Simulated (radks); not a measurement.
Numerical settings for neutral argon, [Ar]. All-electron calculation, Dirac Kohn-Sham, BLYP, spin-unpolarised, spherical densities, point nucleus. Program: a radial shooting solver on a logarithmic mesh with Libxc functionals. The defaults (mesh step 0.008 in ln r, mesh end at 40 bohr or more with all orbitals vanishing there, Anderson mixing 0.5 over 9 steps, residual threshold near 1e-9 with the energy settled to 1e-9 hartree or 1e-11 of itself, here a cap of 53 iterations) give E = -529.4388 hartree and 3p3/2 at -10.082 eV in 14 iterations. Run on one thread of a shared host, so times are rough (Arm Neoverse N1): 0.1 s of CPU time, 0.1 s wall, 14 iterations on 2597 mesh points. Changes against that run (0 stands for a change within the tolerance of the run):

setting                    iterations  converged  E (mhartree)  e(3p3/2) (meV)  CPU (s)
mesh step in ln r 0.12              4         no      diverged               -     0.01
mesh step in ln r 0.08             14        yes      -0.00294         -0.0258     0.02
mesh step in ln r 0.003            14        yes             0               0     0.24
mesh end (bohr) 12                 14        yes     +0.000112         +0.0176     0.09
mesh end (bohr) 3                  13        yes          +780       +9.89e+03     0.08
residual threshold 0.1              9        yes             0         +0.0462     0.08
residual threshold 1e-16           53         no             0               0     0.23
mixing 2.5                         16        yes             0               0     0.11
linear mixing, mixing 0.8          43        yes             0               0     0.22
linear mixing, mixing 0.2          53         no             0         -0.0491     0.27
mixing history 3                   16        yes             0               0      0.1
iteration cap 2                     2         no         +33.9       -6.99e+03     0.02

Settings that end as converged yet miss the energy by more than 1 mhartree: mesh end (bohr) 3 (+0.78 hartree). A mesh that ends early acts as a hard wall.
